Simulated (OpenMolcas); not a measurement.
**Ce3+: ligand-field states by method**

Ce3+ with 6 ligands (fluoride) in trigonal prismatic coordination (D3h) at 2.32 Å, a polar angle of 47.1° against the regular 49.1°. A charge of +0.5 e stands 2.8 Å behind each ligand. Ligand basis ANO-RCC-VDZP.
```
Ce    0.0000    0.0000    0.0000
F     1.7005    0.0000    1.5782
F    -0.8502    1.4727    1.5782
F    -0.8502   -1.4727    1.5782
F     1.7005    0.0000   -1.5782
F    -0.8502    1.4727   -1.5782
F    -0.8502   -1.4727   -1.5782
```

| Property | Result |
| --- | --- |
| Program | OpenMolcas |
| Basis | ANO-RCC-VDZP [7s6p4d2f1g] |
| Scalar Hamiltonian | DKH2, point nucleus |
| Active space | 1 electron in 7 orbitals (4f) |
| State averaging | 2S+1 = 2 odd, 7 roots |
| Spin-orbit coupling | RASSI with atomic mean-field integrals over the reference wave functions |

I. CASSCF
II. SS-CASPT2, IPEA 0.25 Eh, imaginary shift 0.1 Eh (closed shells correlated: 5s 5p and the ligand valence shells)

Spin-free states (labels of D3, the rotations of D3h) in cm-1, each column counted from its own energy of the first state listed:

```tsv
State	Degeneracy	I	II
2A1	1	0	0
2A2	1	17	100
2A2	1	1145	1260
2E	2	1374	1510
2E	2	1445	1450
```

With spin-orbit coupling the lowest J multiplet is 1250 (I), 1302 (II) cm-1 wide, a factor of 1.04 from I to II.

χT at 300 K: I 0.63, II 0.62 cm3 K/mol.

Roots that are degenerate in the reference are averaged as groups; the widest CASPT2 spread within a group is 81 cm-1 (the 2-fold group of multiplicity 2 near 1510 cm-1 above the lowest state of its run, II). Shifts and gaps below about the spread of the groups concerned are not significant. Over all roots computed the reference weight is 0.71 in II; a low but even weight reflects the number of correlated electrons. Splittings of an f shell from a small cluster at a set distance can be off by tens of per cent, mostly too small (holds for II). No measured value stands beside these numbers; the geometry is a model, was not optimised and need not be the one that this ion takes.
